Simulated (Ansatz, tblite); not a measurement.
Spin states of the cluster SnBr2⁻ (the lowest doublet isomer of a short search), each relaxed with PBE-D4/def2-TZVPD in Ansatz. Electronic energies in the gas phase.

In the def2 sets Sn takes a core potential; there is no spin–orbit coupling. The xTB rows come from tblite. Correlated methods freeze 22 core orbitals; core or outer-core shells of Sn, Br are correlated, in sets that lack core-valence functions. The rows differ in basis, and correlated rows in double-zeta sets carry the largest basis error. The structure comes from a short search, and lower isomers may exist.

Doublet geometry (C2v within 0.1 Å):

Cartesian coordinates in Å:
```
Sn -0.2812 0.9523 0.6067
Br 2.1089 -0.2269 0.2178
Br -1.8277 -0.7255 -0.8244
```

Quartet geometry (D∞h within 0.1 Å):

Cartesian coordinates in Å:
```
Sn -0.002 0.000 0.004
Br -1.183 -2.423 -0.417
Br 1.185 2.423 0.413
```

⟨S²⟩: doublet 0.75 at PBE0-D4/def2-TZVPD (pure 0.75), quartet 3.76 at PBE0-D4/def2-TZVPD (pure 3.75).

Only these spin states were relaxed.

```json
{"level": "GFN1-xTB", "quartet − doublet (kcal/mol)": "90.8", "lowest of these": "doublet", "remarks": "–"}
{"level": "GFN2-xTB", "quartet − doublet (kcal/mol)": "90.3", "lowest of these": "doublet", "remarks": "–"}
{"level": "PBE-D4/def2-TZVPD", "quartet − doublet (kcal/mol)": "59.0", "lowest of these": "doublet", "remarks": "HOMO above zero (doublet), HOMO above zero (quartet)"}
{"level": "r2SCAN-D4/def2-TZVPD", "quartet − doublet (kcal/mol)": "56.5", "lowest of these": "doublet", "remarks": "HOMO above zero (doublet), HOMO above zero (quartet)"}
{"level": "r2SCAN0-D4/def2-TZVPD", "quartet − doublet (kcal/mol)": "56.1", "lowest of these": "doublet", "remarks": "–"}
{"level": "ωB97M-V/def2-TZVPD", "quartet − doublet (kcal/mol)": "62.4", "lowest of these": "doublet", "remarks": "–"}
{"level": "MP2/def2-TZVPD", "quartet − doublet (kcal/mol)": "62.9", "lowest of these": "doublet", "remarks": "–"}
{"level": "CCSD/def2-SVPD", "quartet − doublet (kcal/mol)": "55.3", "lowest of these": "doublet", "remarks": "–"}
```

(1) Estimate the rows for HF/def2-SVPD, HF/def2-TZVPD, BLYP-D4/def2-TZVPD, PBE0-D4/def2-TZVPD, ωB97X-V/def2-TZVPD, RPA@PBE/def2-TZVPD, MP2/def2-SVPD, CCSD(T)/def2-SVPD.

## Answers

(1) 
| level | quartet − doublet (kcal/mol) | lowest of these | remarks |
| --- | --- | --- | --- |
| HF/def2-SVPD | 45.5 | doublet | – |
| HF/def2-TZVPD | 45.9 | doublet | – |
| BLYP-D4/def2-TZVPD | 62.1 | doublet | HOMO above zero (doublet), HOMO above zero (quartet) |
| PBE0-D4/def2-TZVPD | 58.5 | doublet | – |
| ωB97X-V/def2-TZVPD | 64.2 | doublet | – |
| RPA@PBE/def2-TZVPD | 58.9 | doublet | – |
| MP2/def2-SVPD | 55.4 | doublet | – |
| CCSD(T)/def2-SVPD | 55.6 | doublet | – |

The xTB methods have no term that favours high spin, so they put low spin too low.
